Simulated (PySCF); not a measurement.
SMILES OCB(O)O (CH₅BO₃), PBE/def2-SVP optimised geometry. Atoms within 1.6 Å of the plane z = 0.8 Å (x, y, z in Å): O1 (1.60, -1.06, 0.00), C2 (0.15, -1.06, 0.00), B3 (-0.39, 0.44, 0.00), O4 (0.54, 1.43, 0.19), O5 (-1.72, 0.72, -0.16), H7 (-0.17, -1.58, 0.93), H9 (1.40, 0.95, 0.30), H10 (-1.88, 1.68, -0.10).

Level of theory: PBE/def2-TZVP run with PySCF.

Map of the electrostatic potential (hartree/e), clipped to [-0.08, 0.12] on the plane z = 0.8 Å:

```
|-------------:::::::::::-----|
|----====----::::::::::::-----|
|---======---:::....:::::-----|
|--========--::......::::-----|
|--===++++==-:..   ..:::------|
|--===++*++=-:.    ..::-------|
|--==++*#**=-:......::--------|
|--==+*###*+=-:-+#*=--==------|
|---==+*##*++==#@@@@**+===----|
|-----=+******#@@@@@@@#*+=----|
|-::::-=+**#@@@@@@@@@@@#+==---|
|::::::-=*#@@@@@@@@@@@@#+=----|
|:::...:-+#@@@@@@@@@@@%+=-----|
|::... .:-*@@@@@@%#%%#+=------|
|::...  .:+%@@@@@%*++=-:::::--|
|::......:=*@@@@@%*+=:....:::-|
|:::....::-+#%@@@@%#*=:. ..:::|
|::::::::--=*@@@@@@@@%=. ..:::|
|::::::::--+#@@@@@@@@@=.  .:::|
|:::::::--=+@@@@@@@##+:   .:::|
|::::::---=+@@@@@@*=-.    .:::|
|:::::-----=#@@@@*=:.    ..:::|
|----------=+#%%*=-:.    ..:::|
|-----------==+==-::......::::|
|-----------------:::....:::::|
|-----------------::::::::::::|
|-----------------::::::::::::|
|------------------::::::::::-|
|-------------------::::::::--|
```
Scale: ten equal steps from -0.060 (start of ' ') to 0.120 (end of '@'), in the order ' .:-=+*#%@'; x runs from -4.00 to 4.00, y from -4.00 (bottom) to 4.00 (top).
